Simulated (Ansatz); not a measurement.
`C[O][Ga]([CH3])[Cl]`, charge 0, multiplicity 1.

Task: Give a relaxed structure at PBE0-D4/def2-TZVP (the Gaussian-basis code of Ansatz). (An estimate is asked.)

Result: The calculation gave: 
Z-matrix (Å, degrees):
```
C
O 1 1.404
H 1 1.099 2 113.6
H 1 1.095 2 109.9 3 120.7
H 1 1.095 2 109.9 3 -120.7
Ga 2 1.776 1 122.7 3 0.2
Cl 6 2.139 2 111.3 1 179.8
C 6 1.949 2 125.2 1 -0.1
H 8 1.089 6 110.0 2 -176.2
H 8 1.092 6 110.0 2 63.6
H 8 1.091 6 110.2 2 -55.6
```
Point group Cs.
This is one stationary point; other conformers may exist.
